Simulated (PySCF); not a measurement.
**How methods differ on the ionisation energy of Re³³⁺**

Re³³⁺ [Kr] 4d6 [4d3/2^4 4d5/2^2, M_J = 4] → Re³⁴⁺ [Kr] 4d5 [4d3/2^4 4d5/2^1, M_J = 5/2], as a difference of total energies. All numbers are calculated (PySCF 2.14, the two-component X2C-1e Hamiltonian, in an uncontracted even-tempered set (17 s from 3.3 bohr⁻², ratio 2.8; 14 p from 4.3 bohr⁻², ratio 2.8; 9 d from 4.3 bohr⁻², ratio 2.8; 3 f from 18 bohr⁻², ratio 3)). Correlated levels: [Ar] 3d10 frozen; the 92 highest virtual spinors dropped. "Screened" scales the spin-orbit matrix elements by Boettger's factors to mimic the two-electron term; Breit and QED terms are absent.

| method | ionisation energy (eV) |
| --- | --- |
| GHF (spin-free) | 1400.8 |
| GMP2 (spin-free) | 1401.3 |
| GHF (screened spin-orbit) | 1401.0 |
| GMP2 (screened spin-orbit) | 1400.9 |

Breit and QED terms and the two-electron picture change are absent.

The spin-free rows relax to the high-spin LS determinant and lack the spin-orbit shift.

The labels give the starting determinants; with spin-orbit coupling the two ends relaxed to ⟨J²⟩ = 20.01, ⟨L²⟩ = 11.77, ⟨S²⟩ = 3.30 and ⟨J²⟩ = 8.75, ⟨L²⟩ = 5.14, ⟨S²⟩ = 3.37.

For comparison: 1402 ± 5 eV (theoretical estimate listed by NIST; NIST Atomic Spectra Database, ionization energies).
